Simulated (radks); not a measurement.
The numbers below are computed, except where a source is named.
How relativity changes the ionisation of the palladium ion Pd3+ ([Kr] 4d7) to Pd4+ ([Kr] 4d6). Spin-unpolarised spherical Kohn-Sham, PBE, point nucleus unless stated (finite: rms radius 4.5318 fm), a radial shooting solver on a logarithmic mesh with Libxc functionals. A level marked "c x" has the speed of light scaled by that factor and shares open shells by 2j + 1; other Dirac levels either fill j = l - 1/2 first or share by 2j + 1.

\begin{tabular}{lrrrrr}
level & E(Pd3+) (hartree) & E(Pd4+) (hartree) & IE (eV) & HOMO & <r> HOMO (bohr) \\ \hline
non-rel. & -4937.39884 & -4935.56451 & 49.915 & 4d & 1.295 \\
scalar-rel. & -5043.52870 & -5041.71528 & 49.346 & 4d & 1.305 \\
scalar-rel., finite nucleus & -5043.43162 & -5041.61819 & 49.346 & 4d & 1.305 \\
Dirac, 2j+1 shares & -5044.57805 & -5042.76485 & 49.340 & 4d5/2 & 1.311 \\
Dirac, low j first & -5044.60342 & -5042.80163 & 49.029 & 4d5/2 & 1.312 \\
Dirac, 2j+1 shares, finite nucleus & -5044.48074 & -5042.66753 & 49.340 & 4d5/2 & 1.311 \\
Dirac, c x 0.85 & -5089.17567 & -5087.37053 & 49.120 & 4d5/2 & 1.317 \\
Dirac, c x 1.5 & -4983.55099 & -4981.72607 & 49.659 & 4d5/2 & 1.302 \\
Dirac, c x 10 & -4938.41299 & -4936.57888 & 49.909 & 4d5/2 & 1.295 \\
\end{tabular}

NIST Atomic Spectra Database: 46 eV (theoretical). The relativistic part of the total energy of Pd3+ is -107.1 hartree (Dirac, 2j+1 shares, finite nucleus), 2.2 % of the non-relativistic value. Spin polarisation and multiplet splitting of open shells are left out at every level.

Beside tabulated values, note that relativity, absent from the non-relativistic runs, is large for the heavy elements, and spin-unpolarised runs miss the spin-polarisation part of the exchange energy of open shells.
